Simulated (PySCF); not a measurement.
CH3S, doublet, geometry from GFN2-xTB. Base run: SVWN5/6-31G in PySCF.

The PySCF input:
```python
from pyscf import gto, scf, dft

mol = gto.Mole()
mol.atom = '''
    C    -1.021466    0.467068    0.140557
    S     0.490583   -0.307596   -0.060362
    H    -1.878390   -0.165556    0.030067
    H    -1.101559    1.518340   -0.043332
    H     1.259417    0.766349    0.135711
'''
mol.basis = '6-31g'
mol.charge = 0
mol.spin = 1
mol.verbose = 3
mol.build()

mf = dft.UKS(mol)
mf.xc = 'lda,vwn'
mf.kernel()
```

The base run was repeated with changes; each row names its change, and settings that it needs were set with it.

```
change                                     ΔE vs base (µEh)  grid points  electrons on the grid
-----------------------------------------  ----------------  -----------  ---------------------
base                                                    0.0        62424               25.00000
grids.atom_grid = (75, 302)                            -1.4        72288               25.00000
grids.level = 1                                       -11.6        18912               24.99999
grids.level = 5                                        -1.4       156648               25.00000
grids.radi_method = delley                              0.4        67080               25.00000
grids.prune = dft.gen_grid.sg1_prune                   -9.8        25680               24.99994
grids.level = 4                                        -1.4       104424               25.00000
grids.level = 2                                        -0.9        39072               25.00000
grids.radi_method = gauss_chebyshev                     0.0        61168               25.00000
grids.prune = dft.gen_grid.treutler_prune               0.2        55528               25.00000
grids.level = 7                                        -1.4       322360               25.00000
```

Open shells are given as the SCF converged; they aren't shown to be the lowest states, and a large step between rows can be another state.
